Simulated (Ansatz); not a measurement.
Wavefunction ladder for ClH7OSi3, SMILES `O[SiH2][SiH]([SiH3])Cl`

```xyz
12

O    -2.328   -1.848   -0.459
Si   -1.682   -0.332   -0.510
Si    0.645   -0.478   -0.222
Si    1.696    1.490    0.482
Cl    0.856   -1.906    1.288
H    -1.984   -2.435    0.218
H    -2.044    0.248   -1.827
H    -2.224    0.544    0.568
H     1.329   -1.032   -1.423
H     3.142    1.251    0.726
H     1.054    1.970    1.733
H     1.541    2.527   -0.575
```

Total charge 0; spin multiplicity 1. Geometry: relaxed with PBE0-D4/def2-TZVP. It is one conformer, not always the lowest. Frozen core, restricted reference, Ansatz 0.2.0. CBS rows extrapolate triple and quadruple zeta; past MP2 they add the triple-zeta difference.

```tsv
basis	HF (Eh)	MP2 corr.
def2-TZVPP	-1405.41028	-0.80029
def2-QZVPP	-1405.45381	-0.86874
```

Task: Estimate the CCSD correlation energy and the (T) correction in each basis where they were run (hartree).

Result: 
```csv
basis,CCSD corr.,(T)
def2-TZVPP,-0.87242,-0.03300
CBS(def2),-0.99158,as TZ
```
